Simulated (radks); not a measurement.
The numbers below are computed, except where a source is named.
Q: Ionisation of the neodymium ion Nd21+, [Kr] 4d3, to [Kr] 4d2 as the strength of local exchange is varied. Level of theory: scalar-relativistic Kohn-Sham, Slater X-alpha exchange (alpha = 2/3 is LDA exchange), no correlation, spin-polarised, spherical densities, finite nucleus; open shells are filled with parallel spins first (spin-orbit coupling, left out, can overturn this in heavy ions); Fermi nuclear charge, rms radius 4.9123 fm (a radial shooting solver on a logarithmic mesh with Libxc functionals).

| alpha | E(Nd21+) (hartree) | exchange (hartree) | IE (eV) | -e of the level emptied (eV) | <r> of it (bohr) |
|---|---|---|---|---|---|
| 0.591 | -9406.8194 | -167.4102 | 631.47 | 613.41 (4d) | 0.6093 |
| 0.6 | -9409.3785 | -169.9962 | 632.14 | 614.08 (4d) | 0.6090 |
| 0.667 | -9428.4464 | -189.2819 | 637.13 | 619.09 (4d) | 0.6067 |
| 0.822 | -9472.6763 | -234.1312 | 648.75 | 630.77 (4d) | 0.6013 |
| 0.828 | -9474.3917 | -235.8739 | 649.21 | 631.22 (4d) | 0.6011 |
| 0.923 | -9501.5853 | -263.5310 | 656.39 | 638.44 (4d) | 0.5979 |
| ? | -9525.6814 | -288.0876 | 662.78 | 644.87 (4d) | 0.5951 |

Which alpha was used in the last row?

A: alpha = 1.007. NIST Atomic Spectra Database: 638 +/- 4 eV (theoretical). The Delta-SCF value meets it near alpha = 0.68. Open shells are spherical and high-spin; term and fine-structure splittings are not resolved. Spin-orbit splitting is averaged out at the scalar-relativistic level.
